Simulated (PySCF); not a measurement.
C6H6N, SMILES c1c(cc[c]c1)N, multiplicity 2.

Coordinates come from a r2SCAN-D4/def2-SVP optimisation. The isomer is the one that the SMILES or the coordinates give; other isomers of the formula were not compared. One conformer was computed; it need not be the lowest.

These are PBE/def2-TZVP (PySCF) values and carry that method's errors.

Gas-phase values at a fixed geometry.

Computed frontier levels, dipole moment and polarisability:
```
Quantity                                                                                                         Value
---------------------------------------------------------------------------------------------  -----------------------
α spin, highest occupied and lowest empty level                                                     -5.02 and -1.20 eV
β spin, highest occupied and lowest empty level                                                     -4.88 and -3.00 eV
dipole moment                                                                                                   2.56 D
quadrupole, principal values (traceless, Buckingham form, about the centre of nuclear charge)   -10.76, 4.21, 6.55 D·Å
mean static polarisability                                                                       76.9 bohr³ (11.40 Å³)
polarisability, principal values                                                                44.1, 87.5, 99.2 bohr³
⟨S²⟩                                                                                           0.757 (pure state 0.75)
```
